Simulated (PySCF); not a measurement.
A side-by-side comparison of computed properties.

First species: C₄H₇ClO.
Structure used (GFN2-xTB), in Å, numbered top down from 1:
```
atom  x, y, z in Å
Cl1    1.1745    0.6303    2.0798
C2     0.8358    0.5599    0.3291
C3    -0.6181    0.9289    0.0132
C4    -1.2266   -0.4226   -0.3817
O5    -0.1664   -1.1326   -0.9832
C6     0.9726   -0.8853   -0.1955
H7     1.5481    1.2399   -0.1373
H8    -1.1247    1.3834    0.8607
H9    -0.6476    1.6166   -0.8317
H10   -2.0326   -0.3455   -1.1099
H11   -1.5858   -0.9565    0.5098
H12    1.0133   -1.5854    0.6512
H13    1.8532   -1.0306   -0.8223
```

Second species: C3H7ClP2Si.
Cartesian coordinates in Å at the GFN2-xTB level; atoms count from 1:
```xyz
14
C3H7ClP2Si angstrom
C      2.235    1.808   -0.336
C      1.803    0.807    0.160
C      1.222   -0.380    0.730
Si    -0.546   -0.739    0.020
P     -1.506   -2.123    1.542
P     -1.713    1.136   -0.510
Cl    -0.313   -1.771   -1.727
H      2.656    2.674   -0.751
H      1.872   -1.233    0.523
H      1.159   -0.265    1.815
H     -2.657   -2.312    0.799
H     -2.075   -1.092    2.272
H     -0.600    1.780   -1.024
H     -1.539    1.707    0.743
```

Levels: PBE0/def2-SVPD for HOMO energy, LUMO energy, HOMO–LUMO gap and static isotropic polarisability; TDDFT PBE0/def2-SVPD for lowest singlet excitation; TDA PBE0/def2-SVPD for lowest triplet excitation (Tamm–Dancoff). Geometries: GFN2-xTB. Each structure is a single optimised conformer of the isolated species, non-relativistic unless stated; the electronic structure was computed with PySCF and density fitting.

The conformers computed, where there is a choice (atom-mapped SMILES and torsion angles):
- `[CH:1]#[C:2][CH2:3][Si:4]([PH2:5])([PH2:6])[Cl:7]`: C2–C3–Si4–P5 -160°, H–P5–Si4–C3 -176°, H–P5–Si4–C3 91°, H–P6–Si4–C3 39°, H–P6–Si4–C3 -53°

The conformers of `Cl[C@@H]1CCOC1` aren't listed.

Which of the two has the higher LUMO energy, and by how much?

The first: 0.39 eV against -0.41 eV, a difference of 0.80 eV.

Which has the higher static isotropic polarisability?

The second: 128.0 au against 63.2 au, a difference of 64.8 au.

Which of the two has the higher T1 energy, and by how much?

The first: 6.54 eV against 5.12 eV, a difference of 1.42 eV.

Which of the two has the higher HOMO energy, and by how much?

The second: -7.52 eV against -7.79 eV, a difference of 0.27 eV.

Which of the two has the higher HOMO–LUMO gap, and by how much?

The first: 8.18 eV against 7.11 eV, a difference of 1.07 eV.

Which of the two has the higher S1 energy, and by how much?

The first: 6.93 eV against 5.99 eV, a difference of 0.94 eV.

On the first: S1 lies 1.25 eV below the HOMO–LUMO gap; its leading configuration is HOMO→LUMO, weight 0.97. No computed singlet falls in the visible range (750 to 380 nm, 1.65 to 3.26 eV); S1 lies 3.67 eV above its blue end.

On the second: S1 lies 1.12 eV below the HOMO–LUMO gap; its leading configuration is HOMO→LUMO, weight 0.50, beside HOMO→LUMO+1, weight 0.38. No computed singlet falls in the visible range (750 to 380 nm, 1.65 to 3.26 eV); S1 lies 2.73 eV above its blue end.
